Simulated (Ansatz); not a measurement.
Basis sets compared for [SnBr3]- (SnBr₃⁻). The state is a singlet with charge -1. Geometry B3LYP-D4/def2-SVPD. Ansatz on 4 threads of Arm Neoverse V1 on a shared host; times are rough, and most runs start from earlier orbitals.

```xyz
4

Sn    0.060    0.936    0.264
Br   -2.315   -0.024   -0.589
Br    0.643   -0.968    2.087
Br    1.612    0.056   -1.762
```

In the def2 sets Sn takes a core potential; there is no spin–orbit coupling.

```json
{"level": "PBE-D4/def2-SVPD", "functions": "155", "energy (Eh)": "-7934.9688", "HOMO (eV)": "-2.07", "LUMO (eV)": "1.68", "wall time": "1.8 s"}
{"level": "PBE0-D4/def2-SVPD", "functions": "155", "energy (Eh)": "-7935.2397", "HOMO (eV)": "-3.01", "LUMO (eV)": "2.31", "wall time": "3.8 s"}
```

(1) Estimate the rows for PBE-D4/def2-TZVPD, PBE0-D4/def2-TZVPD.

Answers

(1) 
```
             level  functions  energy (Eh)  HOMO (eV)  LUMO (eV)  wall time
 PBE-D4/def2-TZVPD        227   -7935.9004      -2.04       1.72      3.1 s
PBE0-D4/def2-TZVPD        227   -7936.1712      -2.98       2.34      8.5 s
```
